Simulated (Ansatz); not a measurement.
Geometry optimisation, RKS PBE0-D4/6-31G* in Ansatz 0.2.0.

input.yaml

```yaml
crystal:
  periodic: [false, false, false]
  atoms:
    - { symbol: Al, position_ang: [0.034096, 0.706382, -0.392081] }
    - { symbol: H, position_ang: [-0.193204, -0.193432, 2.210178] }
    - { symbol: "N", position_ang: [1.581631, -0.009473, -0.891627] }
    - { symbol: H, position_ang: [1.664886, -0.814967, -1.495289] }
    - { symbol: H, position_ang: [2.497106, 0.308391, -0.61014] }
    - { symbol: "N", position_ang: [-1.514755, 0.028976, -0.917896] }
    - { symbol: H, position_ang: [-1.640664, -0.813411, -1.458215] }
    - { symbol: H, position_ang: [-2.406503, 0.442731, -0.688533] }
    - { symbol: O, position_ang: [-0.024776, 2.155175, 0.595603] }
    - { symbol: H, position_ang: [0.787062, 2.656504, 0.721963] }
    - { symbol: H, position_ang: [-0.15268, 0.501125, 2.063735] }
basis:
  gaussian: { orbitals: "6-31G*" }
hamiltonian:
  xc: pbe0
  dispersion: d4
relax:
  f_tol: 0.03
  max_steps: 50
```

Run as:

```bash
$ ansatz run input.yaml --threads 1 --pin off --max-ram 2048MiB --backend cpu --events-out ev --progress --plain --runs-dir out
```

Task: Where does it end, and by what steps?

Result: It converged. The force dipped under the threshold on the way, but the program's further checks kept it going. After 14 steps the energy has fallen by 0.101 eV; H2 moved furthest, 1.08 Å.

| step | energy less start (eV) | largest force component (eV/Å) | accepted |
| --- | --- | --- | --- |
| 0 | 0.0000 | 1.533 | yes |
| 1 | -0.0685 | 0.411 | yes |
| 2 | -0.0818 | 0.131 | yes |
| 3 | -0.0846 | 0.108 | yes |
| 4 | -0.0877 | 0.298 | yes |
| 5 | -0.0881 | 0.472 | yes |
| 6 | -0.0897 | 0.127 | yes |
| 7 | -0.0864 | 0.322 | no |
| 8 | -0.0981 | 0.041 | yes |
| 9 | -0.0983 | 0.028 | yes |
| 10 | -0.0996 | 0.051 | yes |
| 11 | -0.1001 | 0.051 | yes |
| 12 | -0.1006 | 0.101 | yes |
| 13 | -0.1010 | 0.040 | yes |
| 14 | -0.1011 | 0.018 | yes |

```xyz
11
Properties=species:S:1:pos:R:3
Al 0.000 0.667 -0.576
H 0.036 0.152 3.202
N 1.565 -0.017 -1.071
H 1.672 -0.781 -1.722
H 2.469 0.281 -0.736
N -1.530 0.059 -1.231
H -1.638 -0.713 -1.871
H -2.429 0.443 -0.980
O -0.114 1.953 0.556
H 0.673 2.331 0.957
H -0.070 0.592 2.610
```

Whether the end is a true minimum wasn't checked by a vibrational analysis.

Run time: 55 s on 1 thread of Arm Neoverse V1 (shared host), peak memory 0.15 GiB.
